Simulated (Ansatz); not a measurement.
```yaml
crystal:
  periodic: [false, false, false]
  atoms:
    - {symbol: F, position_ang: [-1.957027, -1.872712, -0.411143]}
    - {symbol: Al, position_ang: [-0.342236, -1.626263, -0.138280]}
    - {symbol: F, position_ang: [0.122377, -1.499472, 1.453180]}
    - {symbol: F, position_ang: [0.722544, -2.388255, -1.152342]}
    - {symbol: N, position_ang: [-0.130107, 0.273539, -0.691939]}
    - {symbol: Si, position_ang: [0.439798, 1.345370, 0.646016]}
    - {symbol: H, position_ang: [0.515967, 0.279400, -1.478583]}
    - {symbol: H, position_ang: [-1.031648, 0.575106, -1.055981]}
    - {symbol: H, position_ang: [1.764631, 0.846259, 1.055890]}
    - {symbol: H, position_ang: [0.548459, 2.718347, 0.091906]}
    - {symbol: H, position_ang: [-0.587357, 1.291681, 1.701676]}
basis:
  gaussian: {orbitals: def2-TZVP}
hamiltonian: {xc: {name: PBE0-DH}}
accuracy: high
output: {forces: true}
```

```sh
$ ansatz run in.yaml --threads 4 --pin off --events-out ev --progress --plain --max-ram 10444MiB
```

Output, abridged:

```
Functional definition: PBE0-DH
4098 factors; integrals over basis functions are off by at most 2.7e-8 eV
mean field evaluation 1: about -24180.9598 eV, gradient 6.6e1 eV
mean field evaluation 2: about -24181.0440 eV, gradient 6.7e1 eV
mean field evaluation 4: about -24187.6599 eV, gradient 3.0e0 eV
mean field evaluation 8: about -24187.6850 eV, gradient 2.8e-1 eV
mean field evaluation 16: about -24187.6852 eV, gradient 2.9e-5 eV
mean field -24187.68515958 eV, -888.8810346126 hartree, gradient 9.6e-8 eV, S^2 0.000000; 0 other end points of the search recorded, 0 dependent functions left out
14 core orbitals not correlated: weight in the atoms' cores, before any rotation towards them, 1.000 or more for the frozen orbitals, at most 0.000 for the correlated occupied ones
reference -24187.68516218 eV, -888.8810347082 hartree; 19, 19 occupied and 195, 195 virtual orbitals, 4098 factors
second order -37.97945235 eV of doubles, -0.00000000 eV of singles
Total energy: -24192.43259372 eV, -889.0554995995 hartree
Atom 0 at    -1.957027    -1.872712    -0.411143 Å, force     0.199315     0.027766     0.031080 eV/Å
Atom 1 at    -0.342236    -1.626263    -0.138280 Å, force    -0.003918    -0.035474     0.008846 eV/Å
Atom 2 at     0.122377    -1.499472     1.453180 Å, force    -0.056907    -0.008681    -0.198794 eV/Å
Atom 3 at     0.722544    -2.388255    -1.152342 Å, force    -0.133659     0.091763     0.123164 eV/Å
Atom 4 at    -0.130107     0.273539    -0.691939 Å, force    -0.003186     0.035152    -0.030593 eV/Å
Atom 5 at     0.439798     1.345370     0.646016 Å, force    -0.006906    -0.009113    -0.032422 eV/Å
Atom 6 at     0.515967     0.279400    -1.478583 Å, force    -0.092534     0.001129     0.114816 eV/Å
Atom 7 at    -1.031648     0.575106    -1.055981 Å, force     0.130352    -0.042014     0.053073 eV/Å
Atom 8 at     1.764631     0.846259     1.055890 Å, force    -0.094973     0.034426    -0.030180 eV/Å
Atom 9 at     0.548459     2.718347     0.091906 Å, force    -0.009907    -0.098769     0.038778 eV/Å
Atom 10 at    -0.587357     1.291681     1.701676 Å, force     0.072324     0.003815    -0.077768 eV/Å
Dipole moment:     0.156197     1.206891    -0.272529 e Å
```

Run time 53 s (4 threads of an Arm Neoverse V1 on a shared host); peak host memory 1.7 GiB.
